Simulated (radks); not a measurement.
The platinum anion Pt- inside a hard spherical wall (all orbitals vanish at R), configuration held at [Xe] 4f14 5d9 6s2 and not refilled when levels cross. Calculated with a radial shooting solver on a logarithmic mesh with Libxc functionals: scalar-relativistic Kohn-Sham, r2SCAN, spin-polarised, spherical densities, finite nucleus; open shells are filled with parallel spins first (spin-orbit coupling, left out, can overturn this in heavy ions); meta-GGA in the generalised Kohn-Sham scheme; Fermi nuclear charge, rms radius 5.427 fm. Eigenvalues in eV for spin up, with the zero of energy where the potential of the charges vanishes at infinity; a dash marks a level that is unbound or too diffuse for the functional's potential to be trusted. A positive occupied level is held by the wall or, in an anion where self-interaction has pushed it up, behind a barrier. The pressure on the wall is -dE/dV.

| R (bohr) | E (hartree) | kinetic (hartree) | e(4f) | e(5p) | e(5d) | e(6s) | e(6p, empty) | e(7s, empty) | pressure (GPa) |
|---|---|---|---|---|---|---|---|---|---|
| 12 | -18411.8521 | 20525.342 | -64.169 | -51.048 | 0.159 | 0.159 | 4.059 | 4.864 | 0.00488 |
| 10 | -18411.8507 | 20525.352 | -64.053 | -50.929 | 0.274 | 0.260 | 4.559 | 6.471 | 0.0342 |
| 8 | -18411.8428 | 20525.402 | -63.663 | -50.534 | 0.649 | 0.602 | 5.510 | 9.762 | 0.311 |
| 6 | -18411.7890 | 20525.686 | -62.167 | -49.052 | 2.008 | 1.972 | 8.168 | 18.602 | 4.24 |
| 5 | -18411.6661 | 20526.261 | -59.955 | -46.933 | 3.914 | 4.129 | 11.708 | 29.604 | 20.0 |
| 4 | -18411.2178 | 20528.163 | -54.573 | -42.012 | 8.413 | 9.957 | 20.398 | 54.371 | 123 |
| 3 | -18409.1159 | 20536.298 | -39.774 | -29.509 | 21.073 | 30.047 | 47.991 | 123.09 | 1160 |
| 2.5 | -18405.2648 | 20550.658 | -22.543 | -15.706 | 36.953 | 59.888 | 86.223 | 207.69 | 4660 |
